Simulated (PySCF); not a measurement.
Cl₂GeH₄OSi, SMILES Cl[SiH](Cl)[O][GeH3]. Atoms are numbered in the order given.

```xyz
9

Si     1.0565     0.1168    -0.7555
Cl     0.8552     2.1368    -0.3361
Cl     2.1939    -0.7251     0.7545
O     -0.4156    -0.5815    -0.8061
Ge    -1.8286    -0.5970     0.3185
H      1.7487    -0.0532    -2.0436
H     -2.8518     0.4039    -0.2409
H     -2.3529    -2.0398     0.2879
H     -1.3308    -0.1900     1.7165
```
Charge 0, spin multiplicity 1.

Coordinates come from a B3LYP-D3(BJ)/def2-SVP optimisation. This is a generated structure with no PubChem entry under its InChIKey; it may be hypothetical. Other conformers were not sampled.

Computed with PBE/def2-TZVP run with PySCF.

Gas-phase values at a fixed geometry.

Computed frontier levels, gap, dipole moment and polarisability:
```
Item                                                                                                           Result
---------------------------------------------------------------------------------------------  ----------------------
highest occupied level                                                                                       -7.48 eV
lowest empty level                                                                                           -1.20 eV
orbital gap                                                                                                   6.29 eV
dipole moment                                                                                                  1.86 D
quadrupole, principal values (traceless, Buckingham form, about the centre of nuclear charge)  -3.33, -2.65, 5.98 D·Å
mean static polarisability                                                                      80.6 bohr³ (11.95 Å³)
polarisability, principal values                                                               71.1, 84.1, 86.5 bohr³
```
